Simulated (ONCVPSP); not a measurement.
**u(r) = r·R(r): atom against pseudo-atom (Mn)**

Columns: radius, all-electron u(r) and pseudo u(r) of the 3d shell (level -3.37 eV) of manganese in the configuration [Ne] 3s2 3p6 3d6 4s1; PBE, scalar-relativistic, ONCV scheme, ONCVPSP 4.0.1.

```csv
r (bohr),all-electron,pseudo
0.072,0.0252,0.0041
0.145,0.1232,0.0317
0.217,0.2624,0.0978
0.290,0.4102,0.2082
0.362,0.5411,0.3516
0.435,0.6491,0.5136
0.507,0.7300,0.6666
0.580,0.7870,0.7933
0.652,0.8215,0.8774
0.725,0.8384,0.9189
0.798,0.8410,0.9221
0.870,0.8331,0.8978
0.942,0.8178,0.8591
1.015,0.7970,0.8169
1.088,0.7727,0.7793
1.160,0.7466,0.7479
1.232,0.7194,0.7194
1.305,0.6913,0.6913
1.378,0.6633,0.6633
1.450,0.6362,0.6361
1.522,0.6097,0.6096
1.595,0.5836,0.5836
1.668,0.5585,0.5585
1.740,0.5348,0.5347
1.812,0.5120,0.5120
1.885,0.4900,0.4900
```

Task: How many radial nodes do the two functions have?

Result: The all-electron 3d function has n − l − 1 = 0; the pseudo-wave has 0.

Task: At about which radius was the pseudo-wave matched?

Result: 1.35 bohr. The columns agree to 0.0005 from 1.23 bohr on; several derivatives are matched, so the curves merge somewhat inside the radius.

Task: Where does each function peak?

Result: Outermost all-electron maximum near 0.80 bohr, pseudo maximum near 0.80 bohr (to the table’s step).

Task: Is the pseudo-wave norm-conserving?

Result: Yes: the ONCV scheme keeps the norm inside the radius equal to the all-electron one, which fixes the energy derivative of the logarithmic derivative at the level.
